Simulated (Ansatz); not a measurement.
`[GeH3][SiH2][GeH3]` + `[GeH3][SeH]` → `[GeH3][Se][GeH3]` + `[SiH3][GeH3]`  (cleavage of the Ge–Si bond)

Calculated with Ansatz (gas phase, PBE0-D4/def2-TZVP geometries, no zero-point term in ΔE). CCSD(T)/CBS is the MP2 limit (def2-TZVPP, def2-QZVPP) plus CCSD(T) − MP2 in def2-TZVPP, frozen cores. Functionals use def2-TZVPP. B3LYP here is the variant with VWN-RPA as its local correlation; programs differ in this. For Ge, Se outer-core shells are correlated without core-valence functions, which leaves a few kJ/mol of doubt a bond. Scalar relativity is left out up to krypton.

```csv
level,ΔE (kcal/mol),difference from CCSD(T)/CBS
LDA (SPW92),-6.6,3.0
BLYP-D4,-8.9,0.7
B97M-V,-8.2,1.4
PBE0-D4,-8.3,1.3
r2SCANh-D4,-8.9,0.7
r2SCAN0-D4,-9.2,0.4
BHLYP-D4,-10.6,-1.0
B2PLYP,-9.8,-0.2
PBE-QIDH,-9.6,0.0
B3LYP,-9.0,0.6
r2SCAN0,-9.1,0.5
RPA@PBE/def2-TZVPP,-9.2,0.4
CCSD(T)/def2-TZVPP,-9.3,0.3
MP2/def2-QZVPP,-11.1,-1.5
SCS-MP2/def2-QZVPP,-11.2,-1.6
HF/CBS(def2),-12.3,-2.7
CCSD(T)/CBS,-9.6,0
```

(1) What do rigid-rotor, harmonic-oscillator terms from PBE0-D4/def2-TZVP frequencies (298.15 K, 1 bar) make of the CCSD(T)/CBS value? (Estimate.)

Largest T1 diagnostic among the species: 0.012.

Results:

(1) The calculation gave: ΔZPE = +0.5 kcal/mol, ΔH = -9.2 kcal/mol, ΔS = -9 J/(mol·K), ΔG = -8.6 kcal/mol.

Leaving LDA and LC-ωPBE aside and taking each functional with its dispersion term where it has one, the values, not all of them listed here, spread over 3.1 kcal/mol, from BHLYP-D4 to PBE-D4. LDA lies +0.7 kcal/mol from PBE without D4. From BLYP to BHLYP (50 % exact exchange), in def2-TZVPP and without D4, ΔE moves by −1.8 kcal/mol.
